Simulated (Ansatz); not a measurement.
A search over several starts for the lowest SCF solution of Sn₂Bi⁺ at the given spin, in a small basis.

```yaml
crystal:
  periodic: [false, false, false]
  atoms:
    - {symbol: Bi, position_ang: [-0.551655, -1.448539, -0.385703]}
    - {symbol: Sn, position_ang: [0.056680, 0.420680, 1.645454]}
    - {symbol: Sn, position_ang: [0.494975, 1.027869, -1.259751]}
basis:
  gaussian: {orbitals: def2-SVP}
total_charge: 1
hamiltonian: {xc: pbe0, dispersion: d4}
output: {orbitals: {seedname: orbitals}}
```

```sh
$ ansatz run in.yaml --threads 2 --pin off --events-out ev --progress --plain --max-ram 4352MiB
```

Shortened log:

```
Functional definition: PBE0
1017 factors; integrals over basis functions are off by at most 2.2e-4 eV
mean field evaluation 1: about -17494.9986 eV, gradient 2.5e1 eV
mean field evaluation 2: about -17482.0281 eV, gradient 5.5e1 eV
mean field evaluation 4: about -17497.7902 eV, gradient 4.1e0 eV
mean field evaluation 8: about -17497.9030 eV, gradient 1.6e-1 eV
mean field evaluation 16: about -17497.9031 eV, gradient 4.7e-4 eV
mean field -17497.90312597 eV, -643.0360793746 hartree, gradient 5.4e-5 eV, S^2 0.000000; 3 other end points of the search recorded, 0 dependent functions left out
reference -17497.90314799 eV, -643.0360801837 hartree; 33, 33 occupied and 45, 45 virtual orbitals, 1017 factors
Total energy: -17498.04077354 eV, -643.0411378294 hartree
```

Run time 2.4 s (2 threads of Arm Neoverse V2 on a shared host).

In the def2 sets Bi, Sn take a core potential; there is no spin–orbit coupling. A triplet lies near this restricted singlet, and broken spin symmetry wasn't tried. At PBE0-D4/def2-TZVP a triplet of charge 1 lies 0.18 eV below the restricted singlet at the same geometry. The structure comes from a short search, and lower isomers may exist.
